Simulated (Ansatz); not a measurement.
B2Cl2H4S2 (`Cl[B@H-]1[SH+][B@@H-](Cl)[SH+]1`), 10 atoms. The species carries charge 0 and has multiplicity 1. All runs use 4 threads of a server CPU on a shared host. Correlated methods freeze the cores.

Problem. Give the basis size and wall time and peak host memory of each of these runs in Ansatz. RHF-MP2/def2-QZVPP energy; RKS r2SCAN0-D4/def2-TZVPP energy; RHF-CCSD(T)/def2-TZVPP energy; RKS ωB97M-V/def2-SVP energy; RKS ωB97M-V/def2-QZVPP energy; RHF-CCSD(T)/def2-SVP energy; RKS PBE0-D4/def2-SVP energy; RKS SPW92/def2-TZVPP energy; RKS PBE0-D4/def2-TZVP frequencies; RKS PBE0-D4/def2-TZVP relaxation (8 steps); direct RPA on PBE orbitals/def2-TZVPP energy; RKS PBE-D4/def2-TZVPP energy and forces. (Estimate.)

Solution. The calculation gave: Other jobs shared the machine, so times are rough.

| level | job | functions | wall time | peak host memory (GiB) |
| --- | --- | --- | --- | --- |
| RKS PBE0-D4/def2-SVP | energy | 120 | 1.4 s | 0.28 |
| RKS SPW92/def2-TZVPP | energy | 286 | 2.2 s | 0.5 |
| RKS PBE-D4/def2-TZVPP | energy and forces | 286 | 3.2 s | 0.51 |
| RKS ωB97M-V/def2-SVP | energy | 120 | 5.5 s | 0.43 |
| RHF-CCSD(T)/def2-SVP | energy | 120 | 6 s | 0.57 |
| direct RPA on PBE orbitals/def2-TZVPP | energy | 286 | 6.5 s | 0.78 |
| RKS r2SCAN0-D4/def2-TZVPP | energy | 286 | 8 s | 1.1 |
| RHF-MP2/def2-QZVPP | energy | 514 | 26 s | 3.8 |
| RKS ωB97M-V/def2-QZVPP | energy | 514 | 28 s | 2.9 |
| RKS PBE0-D4/def2-TZVP | relaxation (8 steps) | 234 | 42 s | 0.84 |
| RKS PBE0-D4/def2-TZVP | frequencies | 234 | 3.4 min | 0.85 |
| RHF-CCSD(T)/def2-TZVPP | energy | 286 | 4.3 min | 7.9 |
